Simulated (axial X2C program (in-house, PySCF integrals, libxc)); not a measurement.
Density and ELF of Cu₂

Computed with an in-house all-electron X2C program for linear molecules (integrals from PySCF). Two-component (2c) means X2C with spin–orbit coupling and atomic mean-field two-electron Coulomb and Gaunt terms. Basis: Cu dyall-cv3z [9s9p6d3f2g] (cores contracted in-house); Gaussian nuclei, density fitting, unrestricted open shells. Masses: Cu 62.930 u.

PBE0, two-component, state Ω = 0 (closed shell); Cu at z = 0, Cu at z = 2.245 Å.

The maps cover the half plane through the axis: z from -2.4 to 4.5 Å along the bond, ρ from 0.15 to 2.25 Å away from it (steps of 0.3 Å, the bottom row nearest the axis).

log10 of the density in e/bohr³:

digits 0 to 9 span -4.66 to 1.37 evenly
```
000112222222222222211100
001122233333333333222110
011223333333333333322210
112233444444444444332211
112334455554445555443221
122344566655555665543321
122345678765567887544321
123345789875568997654322
```

Electron localisation function (collinear form, no current term, damped to 0 at low density):

digits 0 to 9 span 0.00 to 1.00 evenly
```
000000011111111110000000
000000111222222211100000
000001112223332211100000
000001111223322111110000
000001111122321111100000
000001122212211221100000
000001267621214774100000
000001474741227226200000
```

The state is one determinant whose occupation by symmetry is held fixed; it was picked as the lowest of a PBE0 search that is not exhaustive.
